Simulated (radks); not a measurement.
Problem. Isoelectronic series with 7 electrons, each ion in its NIST ground configuration. All-electron calculation, Dirac Kohn-Sham, PBE, spin-unpolarised, spherical densities, finite nucleus; open shells are shared between the two j in proportion to 2j + 1; Fermi nuclear charge, rms radius of each element as measured or else 0.836 A^(1/3) + 0.57 fm. Program: a radial shooting solver on a logarithmic mesh with Libxc functionals. Total energies (hartree) and orbital eigenvalues (eV):

ion,configuration,E (hartree),2p3/2,2p1/2,2s1/2,1s1/2
N,[He] 2s2 2p3,-54.45303,-7.0832,-7.1023,-18.5824,-384.7122
O+,[He] 2s2 2p3,-74.39801,-24.4343,-24.4783,-39.6627,-533.5515
F2+,[He] 2s2 2p3,-97.62118,-48.9721,-49.0591,-67.9900,-710.2334
Ne3+,[He] 2s2 2p3,-124.11941,-80.4937,-80.6484,-103.3422,-914.5288
Al6+,[He] 2s2 2p3,-223.28407,-216.3801,-216.9729,-251.0033,-1692.652
Si7+,[He] 2s2 2p3,-262.90929,-275.3740,-276.2253,-314.0488,-2007.136
P8+,[He] 2s2 2p3,-305.82877,-341.2008,-342.3869,-384.0119,-2349.231
S9+,[He] 2s2 2p3,-352.04898,-413.8563,-415.4672,-460.9031,-2718.986
Cl10+,[He] 2s2 2p3,-401.57704,-493.3385,-495.4790,-544.7363,-3116.455
Ar11+,[He] 2s2 2p3,-454.42068,-579.6467,-582.4380,-635.5283,-3541.703
K12+,[He] 2s2 2p3,-510.58821,-672.7814,-676.3617,-733.2979,-3994.798
Ca13+,[He] 2s2 2p3,-570.08848,-772.7438,-777.2700,-838.0660,-4475.815
Sc14+,[He] 2s2 2p3,-632.93093,-879.5357,-885.1846,-949.8555,-4984.832

Estimate the row of Mg5+ ([He] 2s2 2p3).

Solution. E (hartree) -186.94725; 2p3/2 -164.2262; 2p1/2 -164.6240; 2s1/2 -194.8687; 1s1/2 -1405.739.
